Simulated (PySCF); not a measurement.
A species of formula C3H2BrOP has this rotational fingerprint, computed with PySCF 2.14.0, PBE0-D3(BJ)/def2-SVP geometry optimisation, gas phase:

* Rotational constants: A = 5141, B = 1173, C = 955.3 MHz
* Dipole components: |μa| = 1.41 D, |μb| = 1.06 D, |μc| = 0.00 D
* Inertial defect: 0.00 u·Å²
* κ: -0.90

Question: Which structure is it? (One computed conformer of each.)
A. `BrC1=PC=CO1`
B. `Brc1cpco1`

Answer: A. It is Brc1occp1, an asymmetric top, point group Cs. The candidates at the same level (rigid rotor, commonest isotopes):

```tsv
SMILES	A (MHz)	B (MHz)	C (MHz)	μa (D)	μb (D)	μc (D)	Δ (u·Å²)	point group	rotor
Brc1cpco1	7532	947.5	841.6	0.04	0.11	0.00	0.00	Cs	near-prolate asymmetric top
Brc1occp1	5141	1173	955.3	1.41	1.06	0.00	0.00	Cs	asymmetric top
```

`Brc1cpco1` has A 47 % too high. In the right answer the mirror of this Cs structure is the ab plane, so μc vanishes by symmetry. No structure here is proved a minimum.
